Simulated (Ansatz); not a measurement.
Be₄O₄H₁₆ was relaxed with r2SCAN-D4 (def2-SVP) in Ansatz in these states: charge +1 doublet, neutral singlet. The geometries follow in no particular order.

A:

Cartesian coordinates in Å:
```
O 0.314 -2.086 0.562
O -0.021 1.543 -1.544
O 1.881 0.679 0.872
O -2.175 -0.136 0.110
Be -0.092 -1.350 1.927
Be 2.304 -0.069 -0.482
Be -1.786 -0.888 -1.251
Be -0.426 2.308 -0.195
H -0.386 -2.241 -0.164
H 1.228 -1.917 0.141
H 0.937 1.220 -1.682
H -0.678 0.897 -1.985
H 1.544 0.142 1.671
H 1.413 1.585 0.832
H -1.964 -0.565 1.012
H -2.096 0.879 0.176
H 0.951 -0.730 2.601
H -1.455 -1.217 2.147
H 2.445 -1.446 -0.380
H 2.244 0.705 -1.632
H -1.627 -0.068 -2.358
H -1.424 -2.221 -1.110
H -1.771 2.246 0.142
H 0.637 2.731 0.590
```

B:

Cartesian coordinates in Å:
```
O 0.008 -1.844 1.062
O -1.165 1.580 -0.821
O 0.443 -0.884 -1.884
O 0.714 1.148 1.643
Be 1.541 -1.592 0.799
Be -1.066 -1.280 -1.665
Be -0.780 0.860 2.049
Be 0.306 2.013 -1.184
H -0.521 -1.320 1.774
H -0.633 -2.158 0.320
H -1.654 0.825 -1.321
H -1.542 1.663 0.134
H 1.211 -1.343 -1.374
H 0.727 0.069 -2.151
H 1.447 0.427 1.698
H 0.964 1.839 0.921
H 2.061 -1.895 -0.468
H 2.222 -0.688 1.628
H -1.358 -2.356 -0.813
H -2.055 -0.322 -1.931
H -1.794 1.638 1.469
H -1.097 -0.397 2.588
H 1.092 2.614 -0.188
H 0.930 1.406 -2.284
```

**Question.** Judge from the bond lengths which geometry belongs to which state (an estimate).

**Answer.** A is the neutral singlet (O2–Be8 1.603 Å, O3–Be6 1.603 Å, O4–Be7 1.603 Å); B is the charge +1 doublet (O2–Be8 1.575 Å, O3–Be6 1.575 Å, O4–Be7 1.575 Å).
